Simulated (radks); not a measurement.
Initial-state core-level shifts of the technetium ion Tc2+ when its valence configuration changes from [Kr] 4d5. Calculated with a radial shooting solver on a logarithmic mesh with Libxc functionals: Dirac Kohn-Sham, PBE, spin-unpolarised, spherical densities, finite nucleus; open shells fill j = l - 1/2 first; Fermi nuclear charge, rms radius 4.4112 fm. Shifts are changes of the shell-averaged eigenvalues in eV (positive: less bound); the change of the density at the nucleus, which sets a Mossbauer isomer shift, is in e/bohr^3, on a base of 1.001e+05.

4d3 5s2: 1s -9.413; 2s -10.104; 3d -9.841; 4s -8.594; density at nucleus +53.80
4d4 5s1: 1s -4.454; 2s -4.777; 3d -4.677; 4s -4.158; density at nucleus +24.53
4d4.5 5s0.5: 1s -2.174; 2s -2.329; 3d -2.284; 4s -2.047; density at nucleus +11.71
4d4 5p1: 1s -5.562; 2s -5.872; 3d -5.785; 4s -5.257; density at nucleus +3.45
4d3 5p2: 1s -11.563; 2s -12.245; 3d -12.005; 4s -10.708; density at nucleus +8.01
4d3 5s1 5p1: 1s -10.500; 2s -11.186; 3d -10.934; 4s -9.663; density at nucleus +31.25
4d4.5 5p0.5: 1s -2.734; 2s -2.881; 3d -2.843; 4s -2.604; density at nucleus +1.61
4d2 5s1 5p2: 1s -16.832; 2s -17.948; 3d -17.483; 4s -15.227; density at nucleus +38.99
4d2 5s2 5p1: 1s -15.793; 2s -16.906; 3d -16.431; 4s -14.215; density at nucleus +63.83
